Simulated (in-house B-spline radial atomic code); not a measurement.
Inner levels of magnesium as electrons are removed. A shift is the extra binding of the orbital against the neutral atom ([Ne] 3s2). The density at the nucleus is averaged over the nuclear charge. Computed with a radial B-spline atomic code at the basis-set limit: Dirac-Hartree-Fock, jj configuration that fills j = l - 1/2 first, finite nuclei.

A number in brackets counts the electrons of a j subshell.

```tsv
ion	configuration	shift of 1s1/2 (eV)	radius of 1s1/2 (bohr)	Σ<r²> (bohr²)	change of density at nucleus (bohr⁻³)
Mg6+	[He] 2s2 2p1/2(2)	196.39	0.1296	1.6445	23.181
Mg7+	[He] 2s2 2p1/2(1)	251.92	0.12931	1.1907	31.756
Mg8+	[He] 2s2	312.11	0.12896	0.81299	41.263
Mg9+	[He] 2s1	367.74	0.12892	0.4076	-4.7167
Mg10+	1s2	426.09	0.12873	0.044397	-56.982
Mg11+	1s1	626.18	0.12468	0.02074	-573.76
```
